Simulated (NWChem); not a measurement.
Molecule: GaHOCl2; SMILES [OH][Ga]([Cl])[Cl]

```xyz
5

Ga    -0.2805    -0.0332     0.0000
Cl     0.7210     1.8493     0.0000
Cl     0.8294    -1.8392     0.0000
O     -2.0431    -0.1240     0.0000
H     -2.4744     0.7381     0.0000
```
Atoms are numbered in this order, from 1.

Level: PBE0/def2-SVP (NWChem), optimised geometry, unscaled harmonic frequencies. 

**Question.** List the harmonic frequencies with IR intensities, and the thermochemistry.

**Answer.** 
```csv
frequency (cm⁻¹),IR intensity (km/mol)
126,7.6
161,16.1
166,17.8
349,117.0
405,12.2
473,81.5
739,107.4
830,88.9
3902,102.5
```

```json
{
  "zero_point_energy": "10.2 kcal/mol",
  "thermal correction to the enthalpy at 298.15 K (with zero-point energy)": "14.5 kcal/mol",
  "heat capacity Cv": "17.4 cal/(mol K)",
  "entropy at 298.15 K and 1 atm (symmetry number 1)": "80.0 cal/(mol K)",
  "dipole_moment": "1.64 D"
}
```

Rigid rotor and harmonic oscillator.
